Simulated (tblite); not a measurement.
C7H12OSi.
Numbering: `[CH:1]1=[CH:2][Si@:3]2([CH2:4][CH2:5]1)[CH2:6][CH2:7][O:8][CH2:9]2` (hydrogens: H10 on C1; H11 on C2; H12, H13 on C4; H14, H15 on C5; H16, H17 on C6; H18, H19 on C7; H20, H21 on C9)

Computed geometry: GFN2-xTB, gas phase.

Q: Give the optimised bond lengths and angles.

A: 
```csv
bond,length (bohr),order
C1=C2,2.509,double
C2–Si3,3.544,single
Si3–C4,3.602,single
C4–C5,2.899,single
Si3–C6,3.612,single
C6–C7,2.893,single
C7–O8,2.658,single
O8–C9,2.682,single
C1–C5,2.825,single
Si3–C9,3.630,single
C1–H10,2.045,single
C2–H11,2.036,single
C4–H12,2.054,single
C4–H13,2.056,single
C5–H14,2.065,single
C5–H15,2.067,single
C6–H16,2.053,single
C6–H17,2.058,single
C7–H18,2.081,single
C7–H19,2.063,single
C9–H20,2.076,single
C9–H21,2.057,single
```

Orders are formal, as drawn. A selection of angles:
```csv
angle,degrees
C2–C1–C5,119.5
C1–C2–Si3,110.2
C2–Si3–C4,92.1
C2–Si3–C6,119.6
C2–Si3–C9,118.1
C4–Si3–C6,119.4
C4–Si3–C9,119.0
C6–Si3–C9,91.2
Si3–C4–C5,105.5
C1–C5–C4,111.1
Si3–C6–C7,101.6
C6–C7–O8,110.7
C7–O8–C9,110.6
Si3–C9–O8,104.8
```

Torsions: C5–C1–C2–Si3 1° (synperiplanar); C1–C2–Si3–C4 6° (synperiplanar); C2–Si3–C4–C5 -11° (synperiplanar); Si3–C4–C5–C1 13° (synperiplanar); C2–Si3–C6–C7 -112° (anticlinal); Si3–C6–C7–O8 -37° (synclinal); C6–C7–O8–C9 53° (synclinal); C7–O8–C9–Si3 -39° (synclinal); C2–C1–C5–C4 -10° (synperiplanar); C2–Si3–C9–O8 139° (anticlinal).

The 4 C–Si bonds span 1.875 Å (C2–Si3, drawn single) to 1.921 Å (Si3–C9, drawn single), a spread of 0.046 Å. The 4 C–C bonds span 1.328 Å (C1=C2, drawn double) to 1.534 Å (C4–C5, drawn single), a spread of 0.206 Å. The 5-membered ring C1–C2–Si3–C4–C5 has internal angles of 92.1° to 119.5°; it is slightly puckered (a soft mode that the optimisation may not have finished), 0.06 Å rms from its mean plane, widest ring torsion 13°. The 5-membered ring Si3–C6–C7–O8–C9 has internal angles of 91.2° to 110.7° (sum 519°, against 540° for a flat polygon); it is puckered, 0.18 Å rms from its mean plane, widest ring torsion 53°. Si3 (four-coordinate silicon) has angles from 91.2° to 119.6°.

Point group: C1 (no symmetry element, even within 0.4 Å). Its GFN2-xTB frequencies are all real (lowest 39 cm⁻¹). One conformer, not necessarily the lowest.

The run took 1.0 s on an Arm Neoverse N1 with one thread (shared host). These figures are those of the optimisation.
